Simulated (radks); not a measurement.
Charge is removed step by step from the 3s down level of Br13+, starting from [Ne] 3s(up 1, down 1) 3p6 3d4. All-electron calculation, scalar-relativistic Kohn-Sham, SCAN, spin-polarised, spherical densities, finite nucleus; open shells are filled with parallel spins first; meta-GGA in the generalised Kohn-Sham scheme; Fermi nuclear charge, rms radius 4.1629 fm. Program: a radial shooting solver on a logarithmic mesh with Libxc functionals.

removed (e)  E - E(0) (eV)  eigenvalue (eV)
0                    0.000          -580.17
0.125               72.831          -585.11
0.25                146.25          -590.05
0.375               220.34          -594.99
0.5                 295.01          -599.92
0.625               370.29          -604.84
0.75                446.19          -609.74
0.875               522.69          -614.61

The mean slope of the eigenvalue, de/dn, is 39.4 eV per electron.
